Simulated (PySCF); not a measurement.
## Electron correlation in O (oxygen, neutral)

[He] 2s1 2p5, high-spin 3P determinant (an excited configuration). Computed with PySCF 2.14 in dyall-acv3z, with the non-relativistic Hamiltonian (point nucleus). Frozen: nothing; 8 electrons correlated; the 5 highest virtual orbitals of each spin left out.

MP2 pair energies summed by pair of shells (mhartree):

| pair | energy | share (%) |
| --- | --- | --- |
| 2p-2p | -154.67 | 65.6 |
| 1s-1s | -38.16 | 16.2 |
| 2s-2p | -26.95 | 11.4 |
| 1s-2p | -13.24 | 5.6 |
| 1s-2s | -2.58 | 1.1 |

Total MP2 correlation energy: -235.60 mhartree.

Same-spin part -48.35 and opposite-spin part -187.26 mhartree; SCS-MP2 scales them by 1/3 and 6/5 to -240.83 mhartree.
